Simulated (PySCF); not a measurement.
# What a mistake does to a calculation on AlB2H4O anion

All numbers below are calculated, not measured. They come from PySCF 2.14.0, an open-source quantum chemistry program, on an isolated molecule that a program drew, which may never have been made. The molecule is AlB2H4O anion (charge -1, singlet), drawn as the SMILES string `[BH2][AlH2-][B]=O`.

Each row is a Hartree-Fock (HF) and frozen-core CCSD(T) single point in the aug-cc-pV(D+d)Z basis, meant for a local HF minimum. Run 1 is clean. Each other run has one planted mistake out of seven kinds, and not every kind appears here: one electron removed, one electron added, multiplicity raised by two, geometry at a saddle point, minimal basis STO-3G, one bond length entered in bohr, all coordinates scaled. The reference is restricted for singlets and unrestricted otherwise, and also for a bond in bohr. Adding or removing an electron swaps singlet and doublet. Electrons count all cores. HOMO and LUMO are orbital energies over both spins, the gradient is its largest component, and the lowest frequency (negative if imaginary) is given only where the gradient is small. Bond lengths are over the 7 bonds as drawn. T1 is the CCSD diagnostic: over 0.02 (restricted) or 0.045 (unrestricted) a single reference is doubtful.

Geometry of the clean run:
```xyz
8
AlB2H4O anion, angstrom
B     1.0385    0.4655    1.5321
Al    1.3027    1.2126   -0.5132
B    -0.4134    2.4653   -1.1400
O    -1.3506    3.1472   -1.4782
H     0.0971    0.6769    2.2738
H     1.8716   -0.2447    2.0685
H     2.6298    2.1622   -0.6075
H     1.3799   -0.0314   -1.5707
```

| run | electrons | basis functions | <S^2> | HOMO (eV) | LUMO (eV) | gradient (hartree/bohr) | lowest frequency (cm^-1) | mean bond (Å) | longest bond (Å) | T1 | HF (hartree) | CCSD(T) (hartree) | mistake |
|---|---|---|---|---|---|---|---|---|---|---|---|---|---|
| 1 | 36 | 137 | 0.000 | -5.19 | 3.12 | 9.8e-06 | 37 | 1.6173 | 2.215 | 0.0174 | -368.54436 | -369.05241 | no fault |
| 2 | 36 | 137 | 0.000 | -3.97 | 2.81 | 2.2e-02 | - | 1.8989 | 4.186 | 0.0188 | -368.46340 | -368.96782 | one bond length entered in bohr |
| 3 | 36 | 137 | 2.013 | -3.17 | 3.13 | 5.5e-02 | - | 1.6173 | 2.215 | 0.0197 | -368.48100 | -368.97561 | multiplicity raised by two |
| 4 | 35 | 137 | 0.758 | -11.39 | -2.48 | 7.7e-02 | - | 1.6173 | 2.215 | 0.0236 | -368.40603 | -368.88701 | one electron removed |
| 5 | 36 | 137 | 0.000 | -5.24 | 3.12 | 3.3e-02 | - | 1.6529 | 2.264 | 0.0180 | -368.54131 | -369.05206 | ? |

**Which mistake was planted in run 5, and what did it cost?**

The mean and the longest bond both change by the same factor, 1.022, and the gradient is no longer small. So the mistake is: all coordinates scaled. Subtracting run 1 and multiplying by 627.51 kcal/mol a hartree, the energy moved by 1.9 kcal/mol in HF and 0.2 kcal/mol in CCSD(T).

